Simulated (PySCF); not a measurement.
# SMILES C1(OC(F)(F)F)=CO[C@H]1C, C₅H₅F₃O₂

Geometry (Å), atoms numbered from 1 in this order:
```xyz
15

C    -2.186    0.193   -0.602
C    -1.170   -0.739    0.018
O    -1.158   -0.704    1.471
C     0.156   -0.271    1.433
C     0.257   -0.270    0.104
O     1.191    0.017   -0.884
C     2.354    0.462   -0.443
F     3.154    0.700   -1.472
F     2.261    1.603    0.261
F     2.990   -0.402    0.365
H    -3.189   -0.162   -0.383
H    -2.039    0.220   -1.678
H    -2.068    1.195   -0.198
H    -1.293   -1.768   -0.325
H     0.736   -0.068    2.310
```

Method used: PySCF 2.14.0, GIAO LC-wPBE/3-21G magnetisability, rotational g tensor and spin-rotation constants, non-relativistic, gas phase. Geometry: GFN2-xTB.

**Question.** What are the magnetisability and the molar susceptibility?

**Answer.** Isotropic -1285 × 10⁻³⁰ J/T², or -77.4 × 10⁻⁶ cm³/mol; principal values -1306, -1292, -1259 × 10⁻³⁰ J/T², anisotropy 42 × 10⁻³⁰ J/T² (root of half the summed squared differences of the principal values). The susceptibility is in cgs units.

**Question.** Split it along the inertial axes a, b, c into diamagnetic and paramagnetic parts about the centre of mass, with the quadrupole moment.

**Answer.** 
```csv
axis,χ (10⁻⁶ cm³/mol),diamagnetic (10⁻⁶ cm³/mol),paramagnetic (10⁻⁶ cm³/mol),summed x² of all electrons (Å²),quadrupole Θ (D Å)
a,-77.1,-492.9,415.8,307.2,-3.57
b,-78.4,-1471.0,1392.7,76.7,+2.77
c,-76.7,-1628.8,1552.1,39.5,+0.80
```
Anisotropies 2χaa − χbb − χcc = +0.8 and 2χbb − χaa − χcc = -2.9 × 10⁻⁶ cm³/mol. Θ is traceless in Buckingham's convention.

**Question.** And the rotational g tensor?

**Answer.** 
| axis | rotational constant (GHz) | g | nuclear part | electronic part |
| --- | --- | --- | --- | --- |
| a | 2.9207 | -0.0254 | 0.5452 | -0.5705 |
| b | 0.8132 | -0.0080 | 0.5241 | -0.5321 |
| c | 0.7355 | -0.0074 | 0.5289 | -0.5363 |

Asymmetric top; isotopes 12C, 19F, 1H, 16O; no vibrational averaging.
